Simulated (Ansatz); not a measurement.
System: trifluoromethylgermane, CH$_{3}$F$_{3}$Ge (charge 0, singlet). 
Structure (B3LYP-D3(BJ)/def2-TZVP (Ansatz, a quantum-chemistry and plane-wave program) minimum search):
SMILES: F[C](F)(F)[GeH3]
```xyz
8

F     -1.3636     0.8551    -0.9181
C     -0.8567    -0.0223    -0.0215
F     -1.4013     0.2844     1.1785
F     -1.3229    -1.2457    -0.3629
Ge     1.1596     0.0301     0.0291
H      1.6091    -0.9972     1.0717
H      1.5616     1.4538     0.4239
H      1.6531    -0.3313    -1.3746
```

Dipole moments at this geometry, in debye (magnitudes).

```csv
level,program,dipole (D)
PBE/def2-TZVPD,Ansatz,2.11
HSE06/def2-TZVPD,Ansatz,2.32
CAM-B3LYP/def2-TZVPD,Ansatz,(withheld)
wB97M-V/def2-TZVPD,Ansatz,2.40
wB97X-V/def2-TZVPD,Ansatz,2.40
CCSD(T)/aug-cc-pVDZ,Ansatz,(withheld)
```

Q: What belongs in the gaps?

A: 
- CAM-B3LYP/def2-TZVPD, dipole (D): 2.47
- CCSD(T)/aug-cc-pVDZ, dipole (D): 2.31
